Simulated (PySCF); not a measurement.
Al₂H₄O₄, SMILES [OH][Al]([Al]([OH])[OH])[OH].

Coordinates come from a B3LYP-D3(BJ)/def2-SVP optimisation. The structure was generated by enumeration; whether it is a known compound was not checked. Other conformers were not sampled.

Calculation: PBE0/def2-TZVP (PySCF).

The molecule is in vacuum.

Question: Estimate the frontier levels, gap, dipole moment and polarisability. (An estimate is asked for; the answer gives what the named calculation found.)

Answer: 
```json
{
  "highest_occupied_level": "-7.88 eV",
  "lowest_empty_level": "-0.62 eV",
  "orbital_gap": "7.26 eV",
  "dipole_moment": "0.00 D",
  "quadrupole, principal values (traceless, Buckingham form, about the centre of nuclear charge)": "-13.09, -13.09, 26.17 D·Å",
  "mean_static_polarisability": "63.7 bohr³ (9.44 Å³)",
  "polarisability_principal_values": "57.7, 57.7, 75.8 bohr³"
}
```
